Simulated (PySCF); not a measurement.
Species: `C=C(C)[C@H]1C[SiH2]O[SiH2]1`. The columns A, B, C and D hold Mulliken, IAO, Hirshfeld and ESP-fitted charges (e) of one PBE0/pcSseg-1 density (PySCF), in a shuffled order. Coordinates in Å (PBE0-D3(BJ)/def2-SVP); the density's dipole moment is (-1.44, -0.11, 1.34) D.

```tsv
atom	x	y	z	A	B	C	D
C1	-1.249	-1.088	-1.176	-0.120	-0.090	-0.630	-0.353
C2	-1.206	-0.012	-0.378	+0.013	-0.372	+0.330	+0.031
C3	-2.277	1.038	-0.423	-0.114	-0.166	-0.559	-0.412
C4	-0.098	0.256	0.604	-0.108	-0.499	-0.151	-0.384
C5	0.761	-0.968	0.997	-0.160	-0.499	-0.487	-0.556
Si6	2.195	-1.148	-0.236	+0.399	+0.843	+0.643	+0.967
O7	2.303	0.435	-0.785	-0.318	-0.745	-0.498	-0.863
Si8	1.139	1.488	-0.197	+0.395	+0.884	+0.569	+0.969
H9	-0.489	-1.872	-1.146	+0.035	+0.116	+0.218	+0.137
H10	-2.061	-1.219	-1.895	+0.042	+0.107	+0.209	+0.144
H11	-2.799	1.101	0.547	+0.044	+0.130	+0.147	+0.145
H12	-1.851	2.038	-0.616	+0.041	+0.122	+0.138	+0.140
H13	-3.022	0.830	-1.204	+0.047	+0.119	+0.173	+0.146
H14	-0.536	0.718	1.506	+0.039	+0.153	+0.090	+0.144
H15	1.220	-0.788	1.984	+0.044	+0.157	+0.154	+0.152
H16	0.140	-1.874	1.101	+0.039	+0.161	+0.131	+0.152
H17	1.942	-2.082	-1.372	-0.078	-0.103	-0.126	-0.142
H18	3.469	-1.553	0.429	-0.081	-0.109	-0.126	-0.139
H19	0.550	2.288	-1.306	-0.074	-0.100	-0.100	-0.131
H20	1.745	2.413	0.810	-0.084	-0.111	-0.123	-0.147
```

Problem. Which column most likely holds the ESP-fitted charges?

Solution. C. Σ q r misses the density's dipole by 0.02 D (C), 0.48 D (D), 0.96 D (A), 1.07 D (B). Charges fitted to the outside potential are the only set here that is tied to the molecule's multipoles.

Problem. And the Hirshfeld charges?

Solution. A. The mean sizes are 0.114 e (A), 0.279 e (B), 0.280 e (C), 0.313 e (D), and Hirshfeld charges are commonly the smallest of these schemes.

As computed, A = Hirshfeld, B = Mulliken, C = ESP-fitted, D = IAO. Hydrogens on carbon: Hirshfeld +0.04 to +0.05, Mulliken +0.11 to +0.16, ESP-fitted +0.09 to +0.22, IAO +0.14 to +0.15 e.

The Hirshfeld scheme weights the molecular density at each point by an atom's share of the summed free-atom densities. The Mulliken scheme counts on each atom the diagonal of the density matrix times the overlap matrix over that atom's basis functions.

Isolated species at its PBE0-D3(BJ)/def2-SVP geometry (one conformer only).

The run behind these numbers computed NMR shieldings as well. Time: 89 s of wall time (with the writing of density and orbital grids); peak memory 0.99 GiB. Hardware: one thread of an Arm Neoverse N1, no GPU (shared host).
